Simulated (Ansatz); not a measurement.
`N[Si](F)(F)Cl`, charge 0, multiplicity 1.

**Question.** Give a relaxed structure at PBE0-D4/def2-TZVP (Ansatz). (Estimate.)

**Answer.** Ansatz gave: 
Z-matrix (Å, degrees):
```
Si
F 1 1.577
F 1 1.577 2 109.7
N 1 1.677 2 108.7 3 118.8
Cl 1 2.031 2 106.4 3 -114.7
H 4 1.006 1 121.1 2 -164.0
H 4 1.006 1 121.1 2 44.2
```
Point group Cs.
